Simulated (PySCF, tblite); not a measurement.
One entry of a table of gas-phase calculations, keyed by method. Lists by class give the value and the number of equivalent atoms.

```json
{
 "formula": "C5H7F3O2P",
 "smiles": "CC(C)[P@](=O)([O-])C(F)=C(F)F",
 "charge": -1,
 "multiplicity": 1,
 "geometry_level": "GFN2-xTB",
 "atoms_angstrom": [
  ["C", -1.412, 1.134, -0.208],
  ["C", -0.972, -0.304, -0.012],
  ["C", -1.898, -1.276, -0.723],
  ["P", 0.693, -0.598, -0.804],
  ["O", 0.75, 0.018, -2.15],
  ["O", 1.157, -1.99, -0.585],
  ["C", 1.727, 0.481, 0.363],
  ["F", 1.275, 1.005, 1.528],
  ["C", 2.996, 0.654, 0.057],
  ["F", 3.564, 0.184, -1.041],
  ["F", 3.928, 1.333, 0.77],
  ["H", -2.466, 1.263, 0.049],
  ["H", -1.265, 1.405, -1.252],
  ["H", -0.822, 1.81, 0.407],
  ["H", -0.92, -0.554, 1.053],
  ["H", -2.919, -1.228, -0.336],
  ["H", -1.908, -1.042, -1.787],
  ["H", -1.517, -2.29, -0.607]
 ],
 "electronic_structure_code": "PySCF",
 "results": {
  "GFN2-xTB geometry": {
   "point_group": "C1",
   "rotational_constants_GHz": [1.633, 0.671, 0.565]
  },
  "PBE0/pcSseg-1 ground state and GIAO shieldings, non-relativistic": {
   "homo_eV": -2.49,
   "lumo_eV": 4.63,
   "shift_vs_computed_TMS_C_by_class_ppm": [
    [170.0, 1],
    [148.9, 1],
    [31.8, 1],
    [20.0, 1],
    [16.6, 1]
   ],
   "shift_vs_computed_TMS_H_by_class_ppm": [
    [1.31, 1],
    [1.04, 3],
    [0.99, 3]
   ],
   "shielding_other_nuclei_by_class_ppm": [
    ["O", 169.0, 1],
    ["O", 194.8, 1],
    ["F", 278.1, 1],
    ["F", 297.8, 1],
    ["F", 386.6, 1],
    ["P", 319.6, 1]
   ],
   "charges_hirshfeld_e_by_atom": [-0.14, -0.08, -0.13, 0.34, -0.46, -0.48, -0.03, -0.1, 0.11, -0.07, -0.12, 0.02, 0.03, 0.02, 0.02, 0.02, 0.03, 0.03]
  },
  "GFN2-xTB harmonic vibrations, gas phase": {
   "strongest_ir_bands_cm-1_km_per_mol_modes": [
    [520.6, 156.2, 1],
    [1102.6, 125.8, 1],
    [1161.3, 318.8, 1],
    [1267.4, 305.5, 1],
    [1751.7, 202.3, 1],
    [2963.2, 165.5, 1]
   ],
   "zpe_kcal_per_mol": 74.6
  }
 }
}
```

The rotational constants make it an asymmetric top with κ = (2B − A − C)/(A − C) = -0.80, nearer the prolate limit (−1). With B = h/(8π²I), that is 505.379 GHz u Å² over I, the principal moments of inertia are 309.4, 753.6 and 894.0 u Å² (most abundant isotopes); the inertial defect Ic − Ia − Ib is -169.0 u Å² (zero for a rigid planar frame, negative otherwise). The zero-point energy, half the sum of the 48 harmonic wavenumbers, equals 26100 cm⁻¹ or 312 kJ/mol.

 NMR classes are plain means over equivalent atoms (diastereotopic ones count apart unless rotation or inversion swaps them), as if these changed places fast; in this geometry the members of some classes differ. No diffuse functions stand in pcSseg-1, which bears on an anion's orbital energies.

The values belong to the conformer `[CH3:1][CH:2]([CH3:3])[P@:4](=[O:5])([O-:6])[C:7]([F:8])=[C:9]([F:10])[F:11]`: C1–C2–P4–O5 -44°, C2–P4–C7–F8 11°.
